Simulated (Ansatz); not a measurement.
Species: H$_{9}$AlSi$_{3}$, SMILES `[SiH3][Al]([SiH3])[SiH3]` (charge 0, multiplicity 1).

Question: Give a relaxed geometry from B3LYP-D3(BJ)/def2-TZVP (Ansatz, a quantum-chemistry and plane-wave program).

Answer: the end point of this relaxation (outside a Z-matrix the atoms follow the SMILES, hydrogens last).
Z-matrix (Å, degrees):
```
Al
Si 1 2.4625
H 2 1.4859 1 113.44
H 2 1.4870 3 107.80 1 -124.71
H 2 1.4899 3 107.25 4 -114.91
Si 1 2.4628 2 119.82 3 -161.77
H 6 1.4864 1 113.41 2 -19.20
H 6 1.4869 7 107.73 1 124.72
H 6 1.4897 7 107.21 8 114.92
Si 1 2.4629 2 121.12 3 16.57
H 10 1.4867 1 113.31 2 19.81
H 10 1.4870 11 107.74 1 -124.85
H 10 1.4897 11 107.20 12 -114.94
```
